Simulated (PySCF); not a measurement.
## Bond length, frequency and bond energy of CsMg by level of theory

State: ²Σ⁺ (doublet), unpaired electrons σ ↑. Set-up: Cs def2-SVPD with ECP46, Mg def2-SVPD; scalar-relativistic core potentials (PySCF 2.14). De refers to Cs + Mg in their ground configurations, without counterpoise correction. The functionals are run spin-unrestricted. A positive dipole means Cs(−)Mg(+). Levels whose curve was spin-contaminated or gave no clean fit are not listed.

```json
{"Level": "ROHF-MP2", "Re (Å)": "4.837", "ωe (cm⁻¹)": "32.2", "De (eV)": "0.055", "μ (D)": "n/a", "CPU s a point (SCF and correlation, without the integrals)": "0.17"}
{"Level": "ROHF-SCS-MP2", "Re (Å)": "4.958", "ωe (cm⁻¹)": "27.1", "De (eV)": "0.042", "μ (D)": "n/a", "CPU s a point (SCF and correlation, without the integrals)": "n/a"}
{"Level": "ROHF-CCSD", "Re (Å)": "4.734", "ωe (cm⁻¹)": "35.6", "De (eV)": "0.057", "μ (D)": "n/a", "CPU s a point (SCF and correlation, without the integrals)": "n/a"}
{"Level": "ROHF-CCSD(T)", "Re (Å)": "4.636", "ωe (cm⁻¹)": "41.0", "De (eV)": "0.072", "μ (D)": "n/a", "CPU s a point (SCF and correlation, without the integrals)": "7.8"}
{"Level": "PBE", "Re (Å)": "4.318", "ωe (cm⁻¹)": "63.9", "De (eV)": "0.178", "μ (D)": "-2.37", "CPU s a point (SCF and correlation, without the integrals)": "0.51"}
{"Level": "revPBE", "Re (Å)": "4.413", "ωe (cm⁻¹)": "59.4", "De (eV)": "0.149", "μ (D)": "-2.58", "CPU s a point (SCF and correlation, without the integrals)": "0.32"}
{"Level": "PW91", "Re (Å)": "4.301", "ωe (cm⁻¹)": "64.8", "De (eV)": "0.191", "μ (D)": "-2.36", "CPU s a point (SCF and correlation, without the integrals)": "0.37"}
{"Level": "r²SCAN", "Re (Å)": "4.376", "ωe (cm⁻¹)": "63.0", "De (eV)": "0.181", "μ (D)": "-3.08", "CPU s a point (SCF and correlation, without the integrals)": "0.6"}
{"Level": "PBE0", "Re (Å)": "4.356", "ωe (cm⁻¹)": "61.2", "De (eV)": "0.146", "μ (D)": "-2.37", "CPU s a point (SCF and correlation, without the integrals)": "0.86"}
{"Level": "ωB97X", "Re (Å)": "4.365", "ωe (cm⁻¹)": "59.0", "De (eV)": "0.067", "μ (D)": "-1.44", "CPU s a point (SCF and correlation, without the integrals)": "0.61"}
{"Level": "B2PLYP", "Re (Å)": "4.621", "ωe (cm⁻¹)": "41.9", "De (eV)": "0.058", "μ (D)": "-0.67", "CPU s a point (SCF and correlation, without the integrals)": "0.48"}
```

Q: Which functional lies closest to ROHF-CCSD(T) in De, which farthest, and by how much do they differ from it?

A: Closest is ωB97X (-27.1 pm in Re, +43.9 % in ωe, -0.00 eV in De against ROHF-CCSD(T) in the same basis), farthest PW91 (-33.5 pm in Re, +58.0 % in ωe, +0.12 eV in De). CCSD(T) converges more slowly with the basis than the functionals do and binds too weakly in this one, so the order can change at the basis-set limit.

Q: What does a quarter of exact exchange do here, going from PBE to PBE0?

A: PBE0 less PBE: +3.8 pm in Re, -4.2 % in ωe, -0.03 eV in De. Exact exchange removes part of the self-interaction that spreads semilocal densities, and in most molecules shortens and stiffens the bond and lowers De; here Re and ωe go the other way.

Q: What does the step from GGA to meta-GGA do here, going from PBE to r²SCAN?

A: r²SCAN less PBE: +5.8 pm in Re, -1.4 % in ωe, +0.00 eV in De. 

Correlated steps freeze 1 core orbital. The bond is weak. Basis-set superposition, not corrected here, can be much of De in a small basis, most of all at correlated wavefunction levels. Functionals without a dispersion term scatter widely for such bonds, and LDA overbinds them. Spin–orbit coupling is left out. B2PLYP dipoles, levels and charges come from its SCF part alone. The state is the lowest determinant that a PBE0 search found; another state may lie lower at other levels.

The whole job (state search and all levels along the bond) took about 2.3 min on 1 thread of Oxide Virtual Turin-like (shared host), peak memory 0.61 GiB.
